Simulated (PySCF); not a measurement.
Geometry:
```tsv
atom	x (Å)	y (Å)	z (Å)
C1	4.308	-0.309	0.695
C2	3.503	-0.096	-0.348
C3	2.680	1.127	-0.555
P4	0.810	0.972	-0.432
P5	0.596	-0.910	0.291
C6	-1.259	-1.068	0.425
C7	-2.176	0.076	0.037
C8	-3.646	-0.248	0.262
O9	-4.506	0.766	-0.176
H10	4.426	0.438	1.486
H11	4.872	-1.240	0.797
H12	3.403	-0.878	-1.111
H13	2.958	1.921	0.159
H14	2.849	1.551	-1.562
H15	-1.432	-1.365	1.477
H16	-1.502	-1.974	-0.162
H17	-1.909	0.979	0.618
H18	-2.033	0.346	-1.023
H19	-3.810	-0.495	1.332
H20	-3.917	-1.152	-0.309
H21	-4.273	1.575	0.292
```

Geometry: PBE0-D3(BJ)/def2-SVP; GIAO absolute shieldings from PySCF 2.14.0 with density-fitted response routines, gas phase, non-relativistic, averaged over equivalent atoms.

At PBE0/pcSseg-1 (227 basis functions, 56 s wall time on 1 thread of an Intel Xeon 6975P-C, shared host):
```tsv
atoms	σ (ppm)
C2	39.1
C1	59.8
C8	116.5
C3	137.0
C7	145.2
C6	146.3
P5	-337.3
P4	-326.6
O9	292.0
H12	25.02
H11	25.73
H10	25.90
H19/H20	27.58
H13/H14	27.70
H15/H16	28.75
H17/H18	29.13
H21	31.42
```

Problem. Estimate the result of repeating the calculation with WP04/pcSseg-1.

Solution. 
```tsv
atoms	σ at WP04/pcSseg-1	change
C2	28.5	-10.6
C1	50.2	-9.6
C8	103.3	-13.2
C3	125.1	-11.9
C7	133.2	-12.0
C6	133.8	-12.5
P5	-377.0	-39.7
P4	-372.9	-46.3
O9	278.2	-13.8
H12	25.66	+0.64
H11	26.36	+0.63
H10	26.51	+0.61
H19/H20	28.07	+0.49
H13/H14	28.21	+0.51
H15/H16	29.20	+0.45
H17/H18	29.50	+0.37
H21	31.45	+0.03
```

The largest change is at P4 (phosphorus bonded to C, P). Cost: 227 basis functions, 49 s wall time on 1 thread of an Intel Xeon 6975P-C, shared host. The order of the carbon signals is the same at both levels.
